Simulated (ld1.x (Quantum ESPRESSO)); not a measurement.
**Reading a pseudo-wave (nitrogen (N))**

Columns: radius, all-electron u(r) and pseudo u(r) of the 2s shell (level -18.42 eV) of nitrogen in the configuration [He] 2s2 2p3; BLYP, non-relativistic, RRKJ scheme, ld1.x (Quantum ESPRESSO) 7.5.

| r (bohr) | all-electron | pseudo |
| --- | --- | --- |
| 0.105 | 0.3868 | -0.0327 |
| 0.210 | 0.2732 | -0.0995 |
| 0.315 | 0.0099 | -0.2161 |
| 0.420 | -0.2628 | -0.3723 |
| 0.525 | -0.4929 | -0.5400 |
| 0.630 | -0.6666 | -0.6880 |
| 0.735 | -0.7854 | -0.7964 |
| 0.840 | -0.8564 | -0.8613 |
| 0.945 | -0.8890 | -0.8900 |
| 1.050 | -0.8923 | -0.8923 |
| 1.155 | -0.8743 | -0.8743 |
| 1.260 | -0.8416 | -0.8416 |
| 1.365 | -0.7992 | -0.7992 |
| 1.470 | -0.7510 | -0.7510 |
| 1.575 | -0.6998 | -0.6998 |
| 1.680 | -0.6478 | -0.6478 |
| 1.785 | -0.5964 | -0.5964 |
| 1.890 | -0.5466 | -0.5466 |
| 1.995 | -0.4991 | -0.4991 |
| 2.100 | -0.4543 | -0.4543 |
| 2.205 | -0.4125 | -0.4125 |
| 2.310 | -0.3736 | -0.3736 |
| 2.415 | -0.3378 | -0.3378 |
| 2.520 | -0.3049 | -0.3049 |
| 2.625 | -0.2747 | -0.2747 |
| 2.730 | -0.2473 | -0.2473 |

Q: How many radial nodes do the two functions have?

A: The all-electron 2s function has n − l − 1 = 1; the pseudo-wave has 0, since the states of the same l below it are removed with the core.

Q: At about which radius was the pseudo-wave matched?

A: 1.05 bohr, where the columns begin to agree (steps of 0.10 bohr).

Q: Is the pseudo-wave norm-conserving?

A: Yes: the RRKJ scheme keeps the norm inside the radius equal to the all-electron one, which fixes the energy derivative of the logarithmic derivative at the level.
